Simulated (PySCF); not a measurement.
Broadened absorption spectrum of C3H7N3SSi

Species: C3H7N3SSi.
Z-matrix (Å and degrees, GFN2-xTB geometry), rows numbered from 1:
```
C 
S   1  1.8154
C   2  1.7406  1   98.92
C   3  1.3787  2  128.82  1   179.47
N   4  1.3550  3  104.95  2   179.64
Si  5  1.7634  4  131.25  3  -177.18
N   5  1.3397  4  108.64  3     0.02
N   7  1.2725  5  109.82  4     0.00
H   1  1.0848  2  108.89  3    54.27
H   1  1.0854  2  109.14  3   -66.14
H   1  1.0851  2  106.59  3   174.07
H   4  1.0676  3  132.04  2    -0.66
H   6  1.4623  5  105.18  4   -43.56
H   6  1.4526  5  103.32  4  -164.34
H   6  1.4626  5  106.61  4    74.69
```

Computed, not measured: PySCF, TDDFT PBE0/def2-SVPD, vertical, gas phase, core orbitals frozen in the response.

Computed states:

| state | E (eV) | f |
| --- | --- | --- |
| S1 | 4.84 | 0.045 |
| S2 | 5.10 | 0.0014 |
| S3 | 5.21 | 0.0008 |
| S4 | 5.55 | 0.0039 |
| S5 | 5.85 | 0.018 |
| S6 | 5.91 | 0.123 |
| S7 | 6.13 | 0.029 |
| S8 | 6.26 | 0.071 |

Each state is given a Gaussian of 0.25 eV full width at half maximum, with ε(max) = 2.175×10⁸ f / Δν̃ (Δν̃ the width in cm⁻¹). The width is an assumption, not a result. The curve ends short of the highest state used, and states not computed would add to its high-energy end.

(1) What does the envelope look like, and where are its maxima?

(2) Coming from long wavelengths, where does ε first pass 100 L mol⁻¹ cm⁻¹?

(3) On this curve, what absorbance would a 10⁻³ mol/L sample give at 248 nm over a 1 cm path?

## Answers

(1) 
λ (nm), ε (L mol⁻¹ cm⁻¹) and a bar:
```
    218.9       1621 ##########
    220.3        966 ######
    221.7        661 ####
    223.1        523 ###
    224.4        445 ###
    225.8        368 ##
    227.2        289 ##
    228.5        219 #
    229.9        159 #
    231.3        122 #
    232.6        109 #
    234.0        114 #
    235.4        133 #
    236.8        160 #
    238.1        189 #
    239.5        225 #
    240.9        273 ##
    242.2        344 ##
    243.6        473 ###
    245.0        692 ####
    246.4       1034 ######
    247.7       1482 #########
    249.1       2098 #############
    250.5       2812 #################
    251.8       3494 ######################
    253.2       4150 ##########################
    254.6       4623 #############################
    255.9       4829 ##############################
    257.3       4768 ##############################
    258.7       4433 ############################
    260.1       3888 ########################
    261.4       3272 ####################
    262.8       2577 ################
    264.2       1925 ############
    265.5       1402 #########
    266.9        949 ######
    268.3        613 ####
    269.7        377 ##
    271.0        231 #
    272.4        131 #
    273.8         71 
    275.1         39 
    276.5         19 
    277.9          9
```

Maxima: 256 nm (4.84 eV), ε about 4800, made up of S1 (100%) (ε in L mol⁻¹ cm⁻¹; maxima over ε = 5, shares over 10%). At its high-energy end, 5.66 eV, the curve is still rising (ε about 1500, from S4, S5 and S6).

(2) At about 273 nm (4.54 eV), 0.29 eV below S1.

(3) 248 nm is 4.999 eV, where ε is about 1600 L mol⁻¹ cm⁻¹, so A = ε c l ≈ 1.6 (Beer–Lambert, with the gas-phase spectrum and the assumed width).

One conformer stands for the species.
